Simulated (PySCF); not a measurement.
CH₄BeS. Atoms are numbered in the order given.

```xyz
7

Be    -0.6821     1.6161     0.0000
H     -1.5579     2.6132     0.0000
S      0.5899     0.2086     0.0000
C     -0.5073    -1.2770     0.0000
H     -1.1287    -1.3047     0.8914
H      0.1492    -2.1440     0.0000
H     -1.1287    -1.3047    -0.8914
```

Geometry optimised at B3LYP-D3(BJ)/def2-TZVP.

These are PBE0/def2-TZVPD in PySCF values and carry that method's errors.

Mulliken values depend strongly on the basis, most of all with diffuse functions as here. Atomic charges (e):

```csv
atom,meta-Löwdin,Mulliken
Be1,(withheld),-0.05
H2,(withheld),0.07
S3,-0.63,-0.17
C4,-0.40,-0.50
H5,(withheld),0.24
H6,(withheld),0.18
H7,(withheld),0.24
```

Q: Fill in the missing entries. (An estimate is asked for; the answer gives what the named calculation found.)

A: 
- Be1, meta-Löwdin: 1.09
- H2, meta-Löwdin: -0.47
- H5, meta-Löwdin: 0.13
- H6, meta-Löwdin: 0.14
- H7, meta-Löwdin: 0.13
